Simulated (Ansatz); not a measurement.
`F[Si](F)(F)[SiH](Cl)Cl` + `O[SiH2]S` → `O[SiH2]S[SiH](Cl)Cl` + `F[SiH](F)F`  (cleavage of the Si–Si bond)

Program: Ansatz. Geometries: PBE0-D4/def2-TZVP. ΔE: electronic, gas phase. CCSD(T)/CBS is the MP2 limit (def2-TZVPP, def2-QZVPP) plus CCSD(T) − MP2 in def2-TZVPP, frozen cores. DFT in def2-TZVPP. Each species was taken in one conformer, which may not be the lowest.

CCSD(T)/CBS gives -96.8 kJ/mol.

Question: Another level gave -86.4 kJ/mol. Which?
A. CCSD(T)/def2-TZVPP
B. PBE/def2-TZVPP
C. PBE-D4/def2-TZVPP
D. PBE0-D4/def2-TZVPP

Answer: D. PBE0-D4 -86.4, PBE -76.1, CCSD(T)/def2-TZVPP -93.7, PBE-D4 -80.5 kJ/mol.

Largest T1 diagnostic among the species: 0.012.

In def2-TZVPP, CCSD(T) changes the Hartree–Fock value by −6.3 kJ/mol (the triples alone add −2.6 kJ/mol) and MP2 by −20.5 kJ/mol. The D4 term adds −7.3 kJ/mol with B3LYP and −3.8 kJ/mol with PBE0; it sums over pairs of atoms, weighted by their polarisabilities, and B3LYP, whose exchange is more repulsive, gets the larger term. From PBE to PBE0 (25 % exact exchange), in def2-TZVPP and without D4, ΔE moves by −6.5 kJ/mol.

B3LYP here is the variant with VWN-RPA as its local correlation; programs differ in this.
